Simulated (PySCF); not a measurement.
# K: excitation energy

K [Ar] 4s1 (2S) → K [Ar] 4p1 (2P), as a difference of total energies. Computed with PySCF 2.14 in x2c-TZVPPall with one added diffuse shell each of s, p, d type (7s5p4d, 42 functions), with the spin-free X2C one-electron Hamiltonian (Gaussian nucleus). Correlated levels: valence and next inner shell: [Ne] frozen. The calculations carry no spin-orbit coupling.

```csv
method,excitation energy (eV)
UHF,1.499
MP2 (valence and next inner shell),1.639
SCS-MP2 (valence and next inner shell),1.608
CCSD (valence and next inner shell),1.634
CCSD(T) (valence and next inner shell),1.640
```

**Question.** How much does correlation contribute at CCSD(T) (valence and next inner shell)?

**Answer.** 1.640 − (1.499) = 0.141 eV, measured against UHF.

Errors of the correlated levels include the incompleteness of this basis and the frozen core.

For comparison: 1.615 eV (measured; NIST levels, between the centres of gravity of the two terms).
